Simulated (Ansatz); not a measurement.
Consider the ligand exchange at a Ge–Br bond: `[CH3][Ge][Br]` + HCl → `[CH3][Ge][Cl]` + HBr.

Isolated molecules relaxed with PBE0-D4/def2-TZVP in Ansatz; ΔE leaves out vibrations. CBS: MP2 limit from def2 TZ/QZ plus the TZ coupled-cluster correction, frozen cores. This one scheme is used for every species. DFT in def2-TZVPP. B3LYP here is the variant with VWN-RPA as its local correlation; programs differ in this. For Br, Ge outer-core shells are correlated without core-valence functions, which leaves a few kJ/mol of doubt a bond. Scalar relativity is left out up to krypton.

| level | ΔE (kcal/mol) | difference from CCSD(T)/CBS |
| --- | --- | --- |
| B97M-V | 1.3 | -1.3 |
| B3LYP-D4 | 2.4 | -0.2 |
| r2SCAN0 | 2.6 | 0.0 |
| BHLYP | 2.3 | -0.3 |
| CAM-B3LYP | 1.7 | -0.9 |
| LC-ωPBE | 1.9 | -0.7 |
| HF/def2-SVP | 1.5 | -1.1 |
| HF/def2-TZVPP | 2.5 | -0.1 |
| SCS-MP2/def2-TZVPP | 2.4 | -0.2 |
| HF/CBS(def2) | 2.2 | -0.4 |
| CCSD(T)/CBS | 2.6 | 0 |

Largest T1 diagnostic among the species: 0.012.

Leaving LDA and LC-ωPBE aside and taking each functional with its dispersion term where it has one, the values, not all of them listed here, spread over 1.5 kcal/mol, from B97M-V to HSE06-D4.
